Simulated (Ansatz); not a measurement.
`C#CB(O)F` + HBr → `OB(F)Br` + `C#C` at 298.15 K and 1 bar (ligand exchange at a B–C bond).

Gas-phase electronic energies from Ansatz, PBE0-D4/def2-TZVP geometries. CBS: MP2 limit from def2 TZ/QZ plus the TZ coupled-cluster correction, frozen cores. This one scheme is used for every species. For Br outer-core shells are correlated without core-valence functions, which leaves a few kJ/mol of doubt a bond. Scalar relativity is left out up to krypton. Each species was taken in one conformer, which may not be the lowest.

```
   species  CCSD(T)/CBS energy (Eh)  H − E (kJ/mol)  S (J/(mol·K))
`C#CB(O)F`               -277.13346           124.4          301.5
       HBr              -2573.91920            24.6          198.6
 `OB(F)Br`              -2773.83630            73.3          295.9
     `C#C`                -77.22717            80.8          200.2
```

H − E and S are ideal-gas, rigid-rotor, harmonic terms from PBE0-D4/def2-TZVP, for one conformer and one mirror image of each species. 1 Eh = 2625.50 kJ/mol, R = 8.31446 J/(mol·K).

Task: By hand: ΔE, ΔH, ΔS and ΔG.

Result: ΔE = (-2773.83630) + (-77.22717) − (-277.13346) − (-2573.91920) = -0.01081 Eh = -28.4 kJ/mol. Δ(H − E) = 73.3 + 80.8 − 124.4 − 24.6 = 5.1, so ΔH = -23.3 kJ/mol. ΔS = 295.9 + 200.2 − 301.5 − 198.6 = -4.0 J/(mol·K). ΔG = -23.3 − 298.15 × (-4.0)/1000 = -22.1 kJ/mol.

Task: By hand: the equilibrium constant, and the temperature at which ΔG would vanish if ΔH and ΔS stayed fixed.

Result: log₁₀ K = −ΔG/(RT ln 10) = 3.9. ΔG = 0 at ΔH/ΔS = 5825 K, far beyond where these terms or the molecules hold.

The number of gas molecules stays the same, so ΔS is small and ΔH decides. A doubt of 5 kJ/mol in ΔE shifts log₁₀ K by 0.9 here. Other conformers and mirror images would add mixing entropy, several J/(mol·K) or more a flexible species. These are equilibria of isolated gas molecules and say nothing of rates. Largest T1 diagnostic: 0.014 (customary marks: 0.02 for closed shells, 0.045 for open ones).
